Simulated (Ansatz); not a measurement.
Input for Ansatz (a program for electronic structure): R-CCSD(T)/cc-pVTZ on As2BH5 (SMILES [AsH2]B[AsH2]), a point of a torsion scan. The run froze 29 orbitals, filled d shells among them.

Ansatz 0.2 input:
```yaml
crystal:
  periodic: [false, false, false]
  atoms:
    - {symbol: As, position_ang: [1.92741539, -0.10243554, -0.22853309]}
    - {symbol: B, position_ang: [0.17831848, -1.04895647, 0.03821488]}
    - {symbol: As, position_ang: [-0.80664472, -1.84801794, -1.50946538]}
    - {symbol: H, position_ang: [1.12649703, 1.16207912, -0.42472616]}
    - {symbol: H, position_ang: [2.13268669, 0.28938770, 1.21933597]}
    - {symbol: H, position_ang: [-0.29940459, -1.17191045, 1.10670688]}
    - {symbol: H, position_ang: [0.03418851, -1.20026050, -2.59023626]}
    - {symbol: H, position_ang: [-1.76638142, -0.68795294, -1.55114188]}
basis:
  gaussian:
    orbitals: cc-pVTZ
magnetization: {spin_polarized: false}
correlation: {method: ccsd_t, electrons: outside_noble_gas}
scf: {lower_state_search: off}
```

The log:

```
WARN ansatz: RAYON_NUM_THREADS=1 ignored (pool sized by the plan → 1); use --threads N
Functional definition: HF
these checks for a lower state are left out or cut short: stability, starts, cluster_reference, orbital_swaps, neighbouring_geometries, increment
integrals: 0.66 GiB planned
1120 factors; integrals over basis functions are off by at most 9.3e-4 eV
mean field: 0.71 GiB planned
mean field evaluation 1: about -122342.3455 eV, gradient 1.5e1 eV
mean field evaluation 2: about -122342.4522 eV, gradient 1.5e1 eV
mean field evaluation 4: about -122343.8178 eV, gradient 1.6e0 eV
mean field evaluation 8: about -122343.8309 eV, gradient 1.2e-1 eV
mean field -122343.83109797 eV, -4496.0528652231 hartree, gradient 1.4e-6 eV, S^2 0.000000; 0 other end points of the search recorded, 0 dependent functions left out
29 core orbitals not correlated
reference -122343.83109797 eV, -4496.0528652231 hartree; 9, 9 occupied and 148, 148 virtual orbitals, 1120 factors
second order -10.58857777 eV of doubles, -0.00000000 eV of singles
coupled cluster: 1.30 GiB planned
cycle   1  -11.55982929 eV  change   -9.7e-1 eV  update   9.1e-2
cycle   2  -11.94348610 eV  change   -3.8e-1 eV  update   2.9e-2
cycle   3  -12.00633590 eV  change   -6.3e-2 eV  update   1.5e-2
cycle   4  -12.00243106 eV  change    3.9e-3 eV  update   5.4e-3
cycle   5  -12.00028817 eV  change    2.1e-3 eV  update   2.5e-3
cycle   6  -12.00001139 eV  change    2.8e-4 eV  update   1.0e-3
cycle   7  -12.00017990 eV  change   -1.7e-4 eV  update   3.7e-4
cycle   8  -12.00029749 eV  change   -1.2e-4 eV  update   1.4e-4
cycle   9  -12.00026980 eV  change    2.8e-5 eV  update   5.7e-5
cycle  10  -12.00026488 eV  change    4.9e-6 eV  update   2.0e-5
perturbative correction -0.49993486 eV, -0.0183722671 hartree
Total energy: -122356.33129770 eV, -4496.5122390904 hartree
Checks for a lower state left out: stability, starts, cluster_reference, orbital_swaps, neighbouring_geometries, increment
```

The calculation finished and met its thresholds.

Cost: very roughly 50 core-seconds.
